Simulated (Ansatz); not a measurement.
Start from `[AsH2][SiH]1CO1` and change one atom or group to get `[GeH3][SiH]1CO1`.

Ansatz, PBE0-D4/def2-TZVP geometries, multiplicity 1. 

Scalar relativity is left out up to krypton.

| property | `[AsH2][SiH]1CO1` |
| --- | --- |
| HOMO–LUMO gap (B3LYP/def2-TZVPP) / eV | 6.51 |
| HOMO–LUMO gap (PBE/def2-TZVPP) / eV | 4.88 |
| HOMO energy (PBE/def2-TZVPP) / eV | -6.32 |
| LUMO energy (PBE/def2-TZVPP) / eV | -1.44 |
| LUMO energy (ωB97M-V/def2-TZVPP) / eV | 1.21 |
| HOMO–LUMO gap (ωB97M-V/def2-TZVPP) / eV | 10.92 |

**Question.** What does the change do to each property? (Best estimate.)

**Answer.** The calculation gave: 
| property | `[GeH3][SiH]1CO1` | shift |
| --- | --- | --- |
| HOMO–LUMO gap (B3LYP/def2-TZVPP) / eV | 6.27 | -0.24 |
| HOMO–LUMO gap (PBE/def2-TZVPP) / eV | 4.67 | -0.21 |
| HOMO energy (PBE/def2-TZVPP) / eV | -6.32 | 0.00 |
| LUMO energy (PBE/def2-TZVPP) / eV | -1.65 | -0.21 |
| LUMO energy (ωB97M-V/def2-TZVPP) / eV | 0.94 | -0.27 |
| HOMO–LUMO gap (ωB97M-V/def2-TZVPP) / eV | 10.67 | -0.25 |

B3LYP here is the variant with VWN-RPA as its local correlation; programs differ in this.
